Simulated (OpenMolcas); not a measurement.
Pd4+ among 6 point charges of -1 e arranged as a tetragonal octahedron (D4h). The axial distance is 1.05 times the equatorial one, R.

| Quantity | Value |
| --- | --- |
| Program | OpenMolcas |
| Method | CASSCF |
| Basis | ANO-RCC-VDZP [6s5p3d1f] |
| Scalar Hamiltonian | DKH2, point nucleus |
| Active space | 6 electrons in 5 orbitals (4d) |
| State averaging | 2S+1 = 5 even, 5 roots; 2S+1 = 3 even, 45 roots; 2S+1 = 1 even, 50 roots |
| Spin-orbit coupling | RASSI with atomic mean-field integrals over the reference wave functions |

All point charges move together. At R = 1.74 Å the first state of the same spin is 920.3 cm-1, and at R = 2 Å it is 666.2 cm-1.

Question: A third run gives 801.4 cm-1. What distance was it run at?

Answer: With a power law R^-n the two known points give n = -ln(666.2 / 920.3) / ln(2 / 1.74) = 2.32. Then R = 1.74 × (920.3 / 801.4)^(1/2.32) = 1.847 Å. The run was at 1.85 Å, so the estimate is off by -0.003 Å.

An orbital doublet at a regular site is open to a Jahn-Teller distortion, which this geometry leaves out. Without dynamic correlation the repulsion within the d shell is too large (B by tens of per cent), so at a given field states of lower spin stand too high. Point charges give a weaker field than real ligands, and real ions of this kind are as a rule low spin; the high spin found here belongs to the model. The ground term spreads over less than 5000 cm-1, several times less than with real ligands, so orbital moments are less quenched and χT lies further from the spin-only value than at real sites (holds for R = 2). This is an electrostatic model: the charges have no orbitals. No measured value stands beside these numbers.
